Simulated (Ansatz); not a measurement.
Basis-set extrapolation for `[SiH3][Si](Cl)Cl` radical (PBE0-D4/def2-TZVP geometry, frozen core, the Gaussian-basis code of Ansatz). Multiplicity 2, UHF reference.

```tsv
	def2-TZVPP	def2-QZVPP
HF	-1498.726223	-1498.769639
MP2 correlation	-0.597214	-0.654730
CCSD(T) correlation	-0.687436	not run
```

Energies in hartree. Use E(X) = E(∞) + A·exp(−7.88·√X) for Hartree–Fock and E(X) = E(∞) + B·X^(−2.97) for correlation, with X = 3 and 4, and add CCSD(T) minus MP2 of the smaller set to the MP2 limit.

Task: What is the CCSD(T) energy at the basis-set limit?

Result: HF limit: -1498.769639 + (-0.043416) × 0.13774 = -1498.77562. MP2 limit: -0.654730 + (-0.057516) × 0.74074 = -0.69733. Higher-order term: -0.687436 − (-0.597214) = -0.09022. Total: -1499.56317 hartree, 392.5 kJ/mol below CCSD(T)/def2-TZVPP.
